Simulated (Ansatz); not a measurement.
A nudged elastic band was laid between two geometries of Cl3Zn (4 atoms, charge 0, multiplicity 2).

All numbers below come from UKS r2SCAN-D4/def2-SVP (Ansatz 0.2.0).

| Quantity | Value |
| --- | --- |
| movable images | 7 |
| climbing image | yes |
| spring | 5.0 eV/Å² |
| optimiser | quadratic models (default) |
| start path | through a guess of the saddle point |
| force threshold | 0.05 eV/Å |
| iteration limit | 48 |
| end points | relaxed |

First end point:

```xyz
4
Properties=species:S:1:pos:R:3
Zn -0.059 -0.090 0.915
Cl 0.952 1.462 2.219
Cl -0.400 -0.614 -1.092
Cl -0.493 -0.758 3.038
```

Last end point:

```xyz
4
Properties=species:S:1:pos:R:3
Zn -0.028 -0.043 0.012
Cl 0.019 0.029 2.108
Cl -0.075 -0.115 -2.073
Cl 0.084 0.129 5.033
```

**Question.** What changes between the two ends?

**Answer.** Bonds broken: Zn1–Cl4. Cl3Zn becomes Cl + Cl2Zn.

**Question.** What energy profile does the band end with?

**Answer.** The forces met the threshold. The highest image is number 8 of 0 to 8, 24.0 kcal/mol above the first end and 0.0 kcal/mol above the last; the last end lies 24.0 kcal/mol above the first. The highest image is an end point: on this band no image between the ends rises above it. A vibrational analysis next to that end finds imaginary modes (52i, 45i cm⁻¹), so it isn't a minimum.

```json
{"image": "0", "path coordinate (Å)": "0.00", "energy (kcal/mol)": "0.0", "Zn1–Cl4 (Å)": "2.27"}
{"image": "1", "path coordinate (Å)": "0.45", "energy (kcal/mol)": "8.2", "Zn1–Cl4 (Å)": "2.76"}
{"image": "2", "path coordinate (Å)": "0.90", "energy (kcal/mol)": "15.7", "Zn1–Cl4 (Å)": "3.30"}
{"image": "3", "path coordinate (Å)": "1.35", "energy (kcal/mol)": "18.6", "Zn1–Cl4 (Å)": "3.78"}
{"image": "4", "path coordinate (Å)": "1.80", "energy (kcal/mol)": "19.9", "Zn1–Cl4 (Å)": "4.16"}
{"image": "5", "path coordinate (Å)": "2.25", "energy (kcal/mol)": "21.1", "Zn1–Cl4 (Å)": "4.47"}
{"image": "6", "path coordinate (Å)": "2.70", "energy (kcal/mol)": "22.5", "Zn1–Cl4 (Å)": "4.74"}
{"image": "7", "path coordinate (Å)": "3.15", "energy (kcal/mol)": "23.7", "Zn1–Cl4 (Å)": "4.94"}
{"image": "8", "path coordinate (Å)": "3.44", "energy (kcal/mol)": "24.0", "Zn1–Cl4 (Å)": "5.03"}
```

The run took 16 min on 4 threads of Arm Neoverse V1, on a shared host, peak memory 0.32 GiB.
